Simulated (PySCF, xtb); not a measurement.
pyrimidine-2-carbonitrile (C5H3N3), SMILES N#Cc1ncccn1.

Harmonic wavenumbers (cm⁻¹) from GFN2-xTB run with xtb at its own minimum, in rising order: 116, 144, 297, 349, 484, 535, 537, 622, 751, 791, 794, 921, 933, 1023, 1105, 1110, 1210, 1239, 1258, 1378, 1398, 1534, 1552, 2389, 3057, 3059, 3112.

Task: What does B3LYP-D3(BJ)/def2-SVP (PySCF) give at its own minimum? (The exact figures need the calculation; the answer reports its results.)

Result: 136, 178, 364, 414, 514, 585, 593, 658, 822, 826, 849, 1006, 1018, 1027, 1094, 1112, 1279, 1298, 1308, 1458, 1461, 1616, 1630, 2384, 3164, 3166, 3216. Paired by order, the mean absolute difference is 56 cm⁻¹ and the zero-point energies are 45.3 and 47.4 kcal/mol.
